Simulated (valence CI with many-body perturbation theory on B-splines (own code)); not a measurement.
**Which ion has this spectrum?**

A relativistic CI+MBPT calculation for an atom or ion with 5 electrons gives these levels (eV):

```tsv
J	Parity	E	g
1/2	odd	0.0	0.63
1/2	even	197.3	2.11
3/2	odd	613.6	1.31
3/2	even	751.2	1.64
5/2	even	786.7	1.33
1/2	even	843.4	1.24
3/2	even	844.7	0.97
3/2	odd	1052.8	1.34
5/2	even	1382.8	1.42
1/2	even	1468.4	1.90
3/2	even	1469.3	1.18
3/2	odd	1628.7	1.44
5/2	odd	1649.9	1.17
1/2	odd	1694.4	0.63
```

The energies are calculated, and their last digits are not significant.

Which is it?
A. Pm56+
B. Nd55+
C. Gd59+
D. Pr54+

A. Pm56+, ground level (2s^2 2p1/2) J=1/2.
